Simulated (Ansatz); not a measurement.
CH$_{4}$MoO$_{4}$ (`C[O][Mo](=[O])(=[O])[OH]`). Total charge 0; spin multiplicity 1. Correlated methods include outer-core shells of Mo, which these sets cover unevenly. Mo takes the def2 core potential.

```xyz
10

C     0.8193   -1.6637   -0.0493
O    -0.1976   -0.7264   -0.3182
Mo   -0.3396    1.1141   -0.2494
O     1.1962    1.7623   -0.0540
O    -1.0032    1.6742   -1.6865
O    -1.4112    1.6210    1.2030
H     0.5289   -2.2686    0.8133
H     1.7697   -1.1658    0.1628
H     0.9382   -2.3152   -0.9181
H    -2.3006    1.9681    1.0965
```

Give the diagnostics of a CCSD(T)/def2-TZVPP run (frozen core, the Gaussian-basis code of Ansatz). (Estimate.)

The calculation gave: T1 = 0.0237, largest single amplitude 0.051, largest double 0.026, (T) share of the correlation energy 5.5 %, 14 CCSD cycles. The RHF solution is stable towards an unrestricted one. T1 lies over the customary mark of 0.02 for closed shells; compounds of d metals often pass it without a breakdown.
